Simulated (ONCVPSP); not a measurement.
**phosphorus (P): excitation energies, all-electron against ONCV**

P, optimised norm-conserving Vanderbilt (ONCV), made with ONCVPSP 4.0.1 (PBE, scalar-relativistic). Core [He], reference 2s2 2p6 3s2 3p1 (charge +2). Waves: 2s+3s: rc 1.00 bohr, ncon 3, nbas 7, qcut 12.8 1/bohr, 3 projectors, debl 2.9 Ha; 2p+3p: rc 0.85 bohr, ncon 5, nbas 8, qcut 13.4 1/bohr, 2 projectors; d scattering state at 0.24 Ha: rc 0.85 bohr, ncon 4, nbas 7, qcut 12.1 1/bohr, local. Local part: the d channel. Core correction: Teter function, fcfact 3.6, rcfact 1.5.

Energies are relative to the spin-unpolarised reference configuration 2s2 2p6 3s2 3p1; without spin polarisation the order of configurations can differ from experiment.

```tsv
valence configuration	charge	ΔE all-electron (eV)	error AE − PS (meV)
2s2 2p6 3s2 3p3	0	-28.877	+3.1
2s2 2p6 3s2 3p2	+1	-19.147	+1.4
```

**Question.** What are ΔE and the potential's error for 2s2 2p5 3s2 3p3?

**Answer.** ΔE = 111.444 eV all-electron; the error (AE − PS) is +476 meV.

**Question.** What are ΔE and the potential's error for 2s2 2p6 3s2 3p0?

**Answer.** ΔE = 29.739 eV all-electron; the error (AE − PS) is +2.1 meV.

Levels in the configuration 2s2 2p5 3s2 3p3:

| level | all-electron (eV) | pseudo (eV) |
| --- | --- | --- |
| 2s | -204.943 | -205.089 |
| 2p | -156.934 | -155.781 |
| 3s | -26.462 | -26.497 |
| 3p | -16.602 | -16.562 |
